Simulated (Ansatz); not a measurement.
# Redistribution: CHCl2F + C2H2FI → CHCl2I + C2H2F2

Species: CHCl2F (dichlorofluoromethane) `FC(Cl)Cl`, singlet; C2H2FI `C=C(F)I`, singlet; CHCl2I (dichloroiodomethane) `ClC(Cl)I`, singlet; C2H2F2 (vinylidene fluoride) `C=C(F)F`, singlet. The partners trade F for I; both sit on C, so the bond types are kept.

Shapes, held fixed at every level: PBE0-D4/def2-TZVP. Programs: Ansatz 0.2.0. The zero-point and thermal change to 298 K, harmonic and unscaled (PBE0-D4/def2-TZVP), is +0.2 kJ/mol.

```tsv
level	kind	ΔH(298 K) (kJ/mol)	less CCSD(T)/def2-TZVPP
HF/def2-TZVPP	Hartree–Fock	-4.9	-1.3
SPW92/def2-TZVPP	LDA	-5.4	-1.8
wB97M-V/def2-TZVPP	range-separated hybrid	-3.8	-0.2
MP2/def2-SVP	perturbation theory	-10.2	-6.6
MP2/def2-TZVPP	perturbation theory	-8.1	-4.5
CCSD(T)/def2-SVP	coupled cluster or CI	-6.1	-2.5
CCSD(T)/def2-TZVPP	coupled cluster or CI	-3.6	0.0
```

The highest level, CCSD(T)/def2-TZVPP, gives ΔH(298 K) = -3.6 kJ/mol; the levels span -10.2 to -3.6. That is about zero within the method's error. The column of differences is taken from that level and isn't an error. No measured value is set beside it here. For atoms past krypton def2 sets carry core potentials with scalar relativity. Outer-core shells of I are correlated, in sets that cover them unevenly.
